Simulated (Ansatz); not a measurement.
`F[SiH](F)F` + F• → `F[Si](F)F`• + H–F at 600 K and 1 bar (hydrogen abstraction from the Si–H bond).

Calculated with Ansatz (gas phase, PBE0-D4/def2-TZVP geometries, no zero-point term in ΔE). CBS: MP2 limit from def2 TZ/QZ plus the TZ coupled-cluster correction, frozen cores. This one scheme is used for every species, atoms too. Open shells (•) are unrestricted, without spin–orbit coupling. Spin–orbit coupling would lower the free atoms: a little for F.

```json
{"species": "`F[SiH](F)F`", "CCSD(T)/CBS energy (Eh)": "-589.26725", "H − E (kJ/mol)": "84.1", "S (J/(mol·K))": "330.7"}
{"species": "F•", "CCSD(T)/CBS energy (Eh)": "-99.66871", "H − E (kJ/mol)": "12.5", "S (J/(mol·K))": "175.0"}
{"species": "`F[Si](F)F`•", "CCSD(T)/CBS energy (Eh)": "-588.59772", "H − E (kJ/mol)": "56.3", "S (J/(mol·K))": "329.9"}
{"species": "H–F", "CCSD(T)/CBS energy (Eh)": "-100.39570", "H − E (kJ/mol)": "42.3", "S (J/(mol·K))": "194.0"}
```

H − E and S are ideal-gas, rigid-rotor, harmonic terms from PBE0-D4/def2-TZVP, with the whole ground term of open shells counted as degenerate. 1 Eh = 2625.50 kJ/mol, R = 8.31446 J/(mol·K).

Q: By hand: ΔE, ΔH, ΔS and ΔG.

A: ΔE = (-588.59772) + (-100.39570) − (-589.26725) − (-99.66871) = -0.05746 Eh = -150.9 kJ/mol. Δ(H − E) = 56.3 + 42.3 − 84.1 − 12.5 = 2.0, so ΔH = -148.9 kJ/mol. ΔS = 329.9 + 194.0 − 330.7 − 175.0 = 18.2 J/(mol·K). ΔG = -148.9 − 600 × (18.2)/1000 = -159.8 kJ/mol.

Q: By hand: the equilibrium constant, and the temperature at which ΔG would vanish if ΔH and ΔS stayed fixed.

A: log₁₀ K = −ΔG/(RT ln 10) = 13.9. ΔH and −TΔS have one sign here, so there is no such temperature.

ΔH outweighs TΔS. A doubt of 5 kJ/mol in ΔE shifts log₁₀ K by 0.4 here. These are equilibria of isolated gas molecules and say nothing of rates. Largest T1 diagnostic: 0.014 (customary marks: 0.02 for closed shells, 0.045 for open ones).
